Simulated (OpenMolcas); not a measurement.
## Os VII: effect of the active space

| Quantity | Value |
| --- | --- |
| Program | OpenMolcas 26.06 |
| Method | CASSCF or its RAS form |
| Basis | ANO-RCC-VTZP |
| Scalar Hamiltonian | DKH2, point nucleus |
| Spin-orbit coupling | RASSI with atomic mean-field integrals over the reference wave functions, term energies averaged over their components |

A. 2 electrons in 5 orbitals (5d); 2S+1 = 3 even, 10 roots; 2S+1 = 1 even, 15 roots; cost roughly 8 core-seconds
B. 8 electrons in 8 orbitals (RAS1 5p, at most 2 holes; RAS2 5d); 2S+1 = 3 even, 10 roots; 2S+1 = 1 even, 15 roots; cost about 25 core-seconds
C. 2 electrons in 10 orbitals (5d 6d); 2S+1 = 3 even, 10 roots; 2S+1 = 1 even, 15 roots; cost roughly 18 core-seconds

Energies in cm-1 above 5d2 3F2, the measured ground level; measured values from van het Hof, Joshi, Wyart and Sugar, J. Res. Natl. Inst. Stand. Technol. 100, 687 (1995).

```
         Level      A      B      C  Measured
       5d2 3F2    0.0    0.0    0.0       0.0
       5d2 3F3  10284  10897  10337     10308
       5d2 3P0  17985  17321  18027     15837
       5d2 3F4  18513  19411  18569          
       5d2 3P1  24195  24154  24175     22098
       5d2 1G4  33605  34785  33534     31274
5d2 3P2 [56 %]  35603  35983  35553     33127
       5d2 1S0  63762  60847  63135     57710
```

Deviations, from unrounded energies. A percentage is the sum of absolute deviations over the sum of measured energies, with the sign that they share, or ± where signs differ.

```
                        Against measurement  Levels     A     B     C
             mean absolute deviation (cm-1)       6  2500  2300  2400
      fine structure of the ground term (%)       1  -0.2  +5.7  +0.3
other terms of the ground configuration (%)       5  +9.4  +8.1  +9.0
```

B lies closest to measurement on these levels and A furthest from it. The largest miss of B in the table is 5d2 1G4, by +3500 cm-1. The ranking rests on the paired levels alone, and a cruder setting can come out closer through cancelling errors.

Among A to C the level of the table that moves most is 5d2 1S0, by 2900 cm-1 (lowest in B, highest in A).

Without dynamic correlation excited terms often stand tens of per cent too high (terms of higher spin than the ground term too low), and those without a measured partner can miss by more than the paired ones. Active for correlation alone: 5p; no level in the range computed is led by a configuration that opens it, so any true level of that kind is missing (holds for B). Active for correlation alone: 6d; no level in the range computed is led by a configuration that fills it, so any true level of that kind is missing (holds for C). Measured partners are found by configuration, term and J. A level has none where our copy of the source lacks it or the pairing is in doubt (some pairs that miss far off the trend of their configuration count as doubtful), and it then counts in no deviation. Levels of configurations outside the active space are missing. The table leaves out levels that lie high or whose names do not pair safely across all columns.

A share in square brackets marks a mixed level and gives the weight of the term that names it, the lowest over the columns.
